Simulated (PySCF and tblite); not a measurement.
The numbers below are computed, except where a source is named.
System: C4H6BF2N, numbered as in [CH2:1]=[N:2]/[CH:3]=[C:4](/[CH3:5])[B:6]([F:7])[F:8].

Geometries: GFN2-xTB; energies: PBE0/pcSseg-1 + D3(BJ); zero-point and thermal terms from GFN2-xTB harmonic modes (soft modes blended into free rotors). Rate constants are transition-state-theory values, counting equivalent paths, without tunnelling. (PySCF 2.14 with density fitting, tblite 0.8.)

Task: Estimate the barrier and the room-temperature rate of the rotation about the B6–C4 bond (torsion F7–B6–C4–C3 from 175° to 365°, rising).

Result: The electronic barrier is 5.3 kcal/mol and ΔG‡(298 K) 5.6 kcal/mol, over a C1 saddle with an imaginary mode of 73i cm⁻¹ (GFN2-xTB). With 2 equivalent paths, k is 9.2×10⁸ s⁻¹, a mean lifetime of the start of 1.1 ns against this motion.
